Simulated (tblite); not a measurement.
C4H7O2S (doublet state).
SMILES with atom numbers: `[CH3:1][C@H:2]([S:3])[O:4][CH2:5][CH:6]=[O:7]` (hydrogens: H8, H9, H10 on C1; H11 on C2; H12, H13 on C5; H14 on C6)
Bond orders are those of one Lewis drawing.

Computed with GFN2-xTB (tblite), gas phase: L-BFGS steps from a force-field or distance-geometry start until the largest atomic force falls under 0.01 eV/Å.

Step 8: E = -637.4122 eV
```
atom  x, y, z in Å  |  force x, y, z in eV/Å
C1     -2.0723    0.6405    0.0933   -0.005   0.063  -0.025
C2     -1.0353   -0.3551    0.6368   -0.152   0.043  -0.210
S3     -1.5685   -1.1071    2.2074    0.022   0.063  -0.001
O4      0.2168    0.2475    0.7939   -0.032  -0.203  -0.122
C5      1.2474   -0.3989    0.1002    0.103  -0.019  -0.056
C6      2.5599    0.2941    0.3646    0.045  -0.084  -0.135
O7      2.7391    1.2325    1.0730    0.002   0.116   0.103
H8     -2.4326    0.3368   -0.8897    0.008  -0.065   0.131
H9     -1.5976    1.6153   -0.0159   -0.029  -0.049   0.156
H10    -2.9213    0.7288    0.7680    0.059   0.035  -0.055
H11    -0.9389   -1.2014   -0.0525   -0.133  -0.121  -0.023
H12     1.0656   -0.3907   -0.9943    0.033   0.093   0.143
H13     1.3578   -1.4648    0.3827   -0.036   0.187   0.128
H14     3.3792   -0.1781   -0.2096    0.115  -0.057  -0.035
```

Step 9: E = -637.4191 eV
```
atom  x, y, z in Å  |  force x, y, z in eV/Å
C1     -2.0740    0.6422    0.0940    0.011   0.015  -0.027
C2     -1.0400   -0.3573    0.6313   -0.103  -0.009  -0.153
S3     -1.5647   -1.1049    2.2058   -0.009   0.043   0.037
O4      0.2133    0.2438    0.7932   -0.036  -0.166  -0.153
C5      1.2475   -0.3963    0.1015    0.126  -0.022  -0.036
C6      2.5599    0.2917    0.3631    0.125   0.089  -0.025
O7      2.7417    1.2318    1.0712   -0.005   0.041   0.049
H8     -2.4346    0.3374   -0.8854   -0.016  -0.058   0.030
H9     -1.5980    1.6146   -0.0112    0.000   0.001   0.131
H10    -2.9240    0.7330    0.7642    0.027   0.021   0.013
H11    -0.9488   -1.2108   -0.0531   -0.109  -0.035  -0.015
H12     1.0756   -0.3898   -0.9900   -0.034   0.098   0.019
H13     1.3637   -1.4571    0.3836   -0.049   0.047   0.161
H14     3.3817   -0.1790   -0.2103    0.072  -0.067  -0.030
```

Problem. Estimate the geometry and energy of step 10. (The exact step hangs on the optimiser's Hessian estimate; all steps are aligned on step 9, rigid shifts and turns removed.)

Solution. E = -637.4245 eV, largest force 0.225 eV/Å
```
atom  x, y, z in Å  |  force x, y, z in eV/Å
C1     -2.0754    0.6438    0.0941    0.005  -0.020  -0.019
C2     -1.0456   -0.3593    0.6245   -0.021  -0.074  -0.055
S3     -1.5620   -1.1025    2.2057   -0.027   0.038   0.040
O4      0.2098    0.2378    0.7894   -0.034  -0.064  -0.129
C5      1.2501   -0.3948    0.1018    0.097  -0.018  -0.016
C6      2.5624    0.2919    0.3616    0.136   0.170   0.058
O7      2.7439    1.2324    1.0709    0.009  -0.015  -0.007
H8     -2.4366    0.3370   -0.8819   -0.039  -0.036  -0.057
H9     -1.5981    1.6141   -0.0052    0.027   0.047   0.095
H10    -2.9257    0.7367    0.7615   -0.003   0.006   0.063
H11    -0.9587   -1.2185   -0.0539   -0.097   0.002  -0.034
H12     1.0828   -0.3872   -0.9867   -0.060   0.076  -0.088
H13     1.3676   -1.4508    0.3875   -0.032  -0.069   0.160
H14     3.3848   -0.1811   -0.2115    0.040  -0.043  -0.009
```

The energy changes by -0.0054 eV. The first-order estimate −F·Δx gives -0.0076 eV and the mean of the old and new forces, exact on a quadratic surface, -0.0054 eV. The step makes an angle of 48° with the force vector and moves no atom by more than 0.013 Å.

The cost below is that of the whole relaxation. Time: 1.3 s wall. Hardware: one thread, Arm Neoverse N1 (aarch64) (shared host).
